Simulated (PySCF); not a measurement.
Method: CAM-B3LYP-D3(BJ)/def2-TZVP (PySCF). Isolated molecules, 0 K electronic values unless said otherwise. 

Reference species (SMILES): `CB(C)C` (neutral, multiplicity 1).

The S1 oscillator strength comes out as 0.001 and the dipole moment comes out as 0.06 D. The HOMO is -9.94 eV.

Changed species: `CBC` (2 of 3 H replaced by CH3; the reference has 3 of 3 H replaced by CH3).

Question: Give the shifts of the S1 oscillator strength, dipole moment and HOMO.

Answer: the S1 oscillator strength stays essentially unchanged; the dipole moment rises by 0.35 D, to 0.41 D; the HOMO decreases by 0.18 eV, to -10.12 eV.
